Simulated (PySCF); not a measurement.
A geometry optimisation on tetrasilane (`[SiH3][SiH2][SiH2][SiH3]`).

Method: PBE0-D3(BJ)/def2-SVP geometry optimisation, gas phase (PySCF 2.14.0). Start geometry: GFN2-xTB. The command runs a driver script over a list of jobs; the input below is this job's line of settings and its coordinates in Å.

Command:
```bash
OMP_NUM_THREADS=1 python probes_run.py task.json out
```

Input:
```
{"job": {"xc": "PBE0", "basis": "def2-SVP", "d3": "d3bj", "grid": 1, "shake": 0.01, "kind": "geom"}, "charge": 0, "multiplicity": 1}
Si     2.170420     0.969010     0.889880
Si     1.270250    -0.874080    -0.170940
Si    -1.017950    -1.218330     0.173600
Si    -2.323610     0.551750    -0.439510
H      3.572610     1.218200     0.631040
H      1.985280     0.923410     2.338150
H      1.465980     2.210580     0.456370
H      1.528760    -0.754320    -1.624130
H      2.057650    -2.054950     0.219430
H     -1.212460    -1.515810     1.619940
H     -1.463930    -2.452680    -0.469540
H     -1.981230     1.772380     0.290500
H     -2.257930     0.866210    -1.872820
H     -3.800990     0.343570    -0.179160
```

Problem. Estimate the output.

Solution. 
```
step   0  E = -1163.10649887  max force = 0.023122
step   1  E = -1163.11389689  max force = 0.001792
step   2  E = -1163.11415310  max force = 0.000909
step   3  E = -1163.11429190  max force = 0.000569
step   4  E = -1163.11432036  max force = 0.000463
step   5  E = -1163.11433693  max force = 0.000164
step   6  E = -1163.11434038  max force = 0.000118
optimisation converged
```

Energies in Eh; «max force» is the largest Cartesian gradient component in Eh/bohr.

Problem. How much energy does the optimisation release, in eV?

Solution. E(step 0) − E(last step) = 0.007842 Eh, which is 0.213 eV.

Problem. Give the first gradient maximum in eV/Å.

Solution. With 1 Eh/bohr = 51.422 eV/Å, 1.189 eV/Å.

Main results: final energy -1163.11434 Eh after 6 steps; dipole 0.10 D.

Problem. Where do the atoms end?

Solution. 0.173 Å rms from the input after alignment:
```
atom  x, y, z in Å
Si1    1.9918    1.0317    0.8443
Si2    1.2851   -0.9189   -0.2508
Si3   -0.9758   -1.2935    0.2519
Si4   -2.2197    0.5910   -0.3836
H5     3.4327    1.3189    0.5666
H6     1.8031    0.8761    2.3198
H7     1.1694    2.1904    0.3777
H8     1.4372   -0.7412   -1.7302
H9     2.1247   -2.0822    0.1781
H10   -1.1194   -1.5069    1.7275
H11   -1.4869   -2.5096   -0.4566
H12   -1.7267    1.7892    0.3633
H13   -2.0449    0.8371   -1.8485
H14   -3.6746    0.4055   -0.0931
```

Problem. How long does this job take on one thread, Arm Neoverse V1 (aarch64), shared host with 32 logical CPUs at a one-minute load of 18? And the peak memory of the process?

Solution. About 42 s, with 0.51 GiB resident at the peak, the Python interpreter and its libraries included.
Labels such as C1 count atoms from 1, the log's own numbers from 0.
